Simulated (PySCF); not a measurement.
**[SnH3]+: fields on a plane**

All numbers come from PBE0 in PySCF with Sn def2-TZVP with ECP28, H def2-TZVP; scalar-relativistic core potentials, no spin–orbit coupling; density-fitted integrals.

The singlet minimum has Sn–H 1.686 Å (×3); H–Sn–H 120.0° (×3).

The plane holds Sn1 at (0.00, 0.00), H2 at (1.69, 0.00), H3 at (-0.84, 1.46), H4 at (-0.84, -1.46) Å. Columns run from x = -2.85 to 4.05 Å, rows from y = 3.75 (top) to -3.45 Å, in steps of 0.3 Å. Other isomers or separated fragments may lie lower. Core electrons replaced by a potential are absent, the electrostatic potential uses the reduced nuclear charge, and values within about 0.7 Å of such atoms have no physical meaning.

Problem. Give the electron density (e/Å³) (cut at 5 e/Å³). Lower edges of the bins (e/Å³): '_' 0.000, '.' 0.030, ':' 0.076, '-' 0.151, '=' 0.268, '+' 0.455, '*' 0.750, '#' 1.218, '%' 1.960, '@' 3.136; top 5.00, each point printed twice.

Solution. 
```
________________________________________________
________________________________________________
________________________________________________
________________________________________________
________________________________________________
__________....::....____________________________
________..::--==--::..__________________________
________::--++**++--::....______________________
______..::==**##**==--::......__________________
______..::==++****++++==--::::....______________
________..--==++**####**====----::..____________
________..--==**@@@@@@@@**++++++==::..__________
________..::==##@@@@@@@@##****##++--..__________
________..::==##@@@@@@@@##****##++--..__________
________..--==**@@@@@@@@**++++++==::..__________
________..--==++**####**====----::..____________
______..::==++****++++==--::::....______________
______..::==**##**==--::......__________________
________::--++**++--::....______________________
________..::--==--::..__________________________
__________....::....____________________________
________________________________________________
________________________________________________
________________________________________________
________________________________________________
```

Problem. Give the electron localisation function (set to 0 where the density is under 0.005 e/Å³). Lower edges of the bins: '0' 0.000, '1' 0.100, '2' 0.200, '3' 0.300, '4' 0.400, '5' 0.500, '6' 0.600, '7' 0.700, '8' 0.800, '9' 0.900; top 1.00.

Solution. 
```
000000000000000000000000
000000000000000000000000
000000000000000000000000
000000887000000000000000
000089999960000000000000
000899999983000000000000
000999999984100000000000
008999999984211100000000
008999999964323576000000
005999997423357999900000
002689842232269999980000
000245325775259999990000
000123237117259999990000
000123237117259999990000
000245325775259999990000
002689842232269999980000
005999997423357999900000
008999999964323576000000
008999999984211100000000
000999999984100000000000
000899999983000000000000
000089999960000000000000
000000887000000000000000
000000000000000000000000
000000000000000000000000
```
